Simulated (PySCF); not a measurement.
B(Br)(vinyl)(OH) (C2H4BBrO), SMILES C=CB(O)Br.

Geometry: B3LYP-D3(BJ)/def2-SVP. The structure was generated by enumeration, and PubChem lists no compound with its InChIKey, so it may never have been made. The values are those of a single conformer.

Two levels are set side by side: PBE/def2-TZVP (PySCF) and CAM-B3LYP/def2-TZVP (PySCF). Same geometry, gas phase. Differences are taken from unrounded values.

| quantity | PBE |
|---|---|
| orbital gap (eV) | 4.56 |
| highest occupied level (eV) | -7.02 |
| lowest empty level (eV) | -2.46 |
| dipole moment (D) | 1.07 |
| mean polarisability (bohr³) | 64.5 |

**Question.** These are the PBE values. What does CAM-B3LYP give? (An estimate is asked for; the answer gives what the named calculation found.)

**Answer.** 
| quantity | CAM-B3LYP | PBE minus CAM-B3LYP |
|---|---|---|
| orbital gap (eV) | 9.07 | -4.51 |
| highest occupied level (eV) | -9.46 | 2.44 |
| lowest empty level (eV) | -0.39 | -2.07 |
| dipole moment (D) | 1.11 | -0.04 |
| mean polarisability (bohr³) | 61.5 | 3.0 |

Without exact exchange PBE keeps part of each electron's self-repulsion, which lifts occupied levels and narrows the gap. Loosely held outer electrons make PBE densities more polarisable. Differences between two approximate levels are no errors against the true value.

Rough cost on one machine, each run with all the roots and properties that it gave: CAM-B3LYP against PBE within a factor of 2.
